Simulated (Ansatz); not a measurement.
This geometry of C3H8GeSe (13 atoms, charge 0, multiplicity 1) is a first-order saddle point.

These are results of Ansatz, RHF/def2-SVP, not measurements.

```xyz
13
Properties=species:S:1:pos:R:3
C -1.550 -0.620 0.432
C -0.060 -0.276 0.471
Ge 1.299 -0.975 -0.736
C 0.493 0.782 -0.498
Se 1.518 2.274 0.163
H -1.753 -1.610 0.022
H -1.974 -0.596 1.437
H -2.106 0.102 -0.170
H 0.326 -0.150 1.478
H 2.709 -1.218 -0.230
H 0.877 -1.757 -1.970
H -0.201 1.073 -1.281
H 0.443 2.936 0.897
```

Problem. Which two structures does it join? (They come from a converged band through this point; their orientation in space is the band's.)

Solution. No bond is made or broken. The dihedral H6–C1–C2–Ge3 goes from -32 to 88°. The two ends are copies of one structure, up to a mirror image or an exchange of like atoms.

Image 0:

```xyz
13
Properties=species:S:1:pos:R:3
C -1.574 -0.458 0.484
C -0.095 -0.127 0.536
Ge 1.294 -1.159 -0.353
C 0.527 0.609 -0.659
Se 1.573 2.205 -0.387
H -1.855 -0.923 -0.462
H -1.848 -1.147 1.285
H -2.178 0.448 0.598
H 0.221 0.274 1.494
H 2.679 -1.260 0.260
H 0.909 -2.250 -1.340
H -0.123 0.686 -1.525
H 0.492 3.065 0.085
```

Image 6:

```xyz
13
Properties=species:S:1:pos:R:3
C -1.519 -0.674 0.400
C -0.053 -0.296 0.472
Ge 1.302 -0.911 -0.781
C 0.456 0.817 -0.456
Se 1.470 2.293 0.258
H -1.711 -1.596 0.950
H -2.144 0.113 0.831
H -1.850 -0.829 -0.629
H 0.316 -0.204 1.489
H 2.730 -1.126 -0.315
H 0.882 -1.652 -2.041
H -0.258 1.134 -1.210
H 0.400 2.896 1.047
```

Problem. How far does it lie above each of them?

Solution. 13.8 kJ/mol above the first and 13.8 kJ/mol above the second. This is the barrier of this one path; another mechanism may lie lower.

Time of the run: 2.9 min on 2 threads of Intel(R) Xeon(R) Platinum 8259CL CPU @ 2.50GHz (Skylake/Cascade Lake) (shared host), peak memory 0.5 GiB.
